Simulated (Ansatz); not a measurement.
Two isomers of BF2H4NSi: A = `FB(F)N[SiH3]`, B = `N[SiH2]B(F)F`.

Isolated molecules relaxed with PBE0-D4/def2-TZVP in Ansatz; ΔE leaves out vibrations. CBS: MP2 limit from def2 TZ/QZ plus the TZ coupled-cluster correction, frozen cores. Functionals use def2-TZVPP. B3LYP here is the variant with VWN-RPA as its local correlation; programs differ in this. One conformer a species, not always the lowest.

Question: Which isomer does CCSD(T)/CBS put lower? Give the gap. (An estimate is asked.)

Answer: The calculation gave: A, by 33.4 kcal/mol.

Question: Give E(B) − E(A) in kcal/mol with PBE-D4, B3LYP-D4, B3LYP, CCSD(T)/def2-SVP, BLYP-D4, LDA (SPW92), MP2/def2-TZVPP. (Estimate.)

Answer: The calculation gave: PBE-D4 30.1, B3LYP-D4 33.5, B3LYP 33.2, CCSD(T)/def2-SVP 39.1, BLYP-D4 32.0, LDA (SPW92) 32.4, MP2/def2-TZVPP 35.0. None reverses the order clearly.

Question: Does the order hold for the free energy at 298.15 K (harmonic terms from PBE0-D4)? (Estimate.)

Answer: Computed: Yes: G(B) − G(A) = +33.0 kcal/mol, for one conformer each. Modes under 60 cm⁻¹, often nearly free rotors, make the harmonic entropy too high.

Largest T1 diagnostic: 0.013.

From BLYP to BHLYP (50 % exact exchange), in def2-TZVPP and without D4, E(B) − E(A) moves by +4.1 kcal/mol. Leaving LDA and LC-ωPBE aside and taking each functional with its dispersion term where it has one, the values, not all of them listed here, spread over 5.5 kcal/mol, from PBE-D4 to BHLYP-D4. LDA lies +2.4 kcal/mol from PBE without D4.
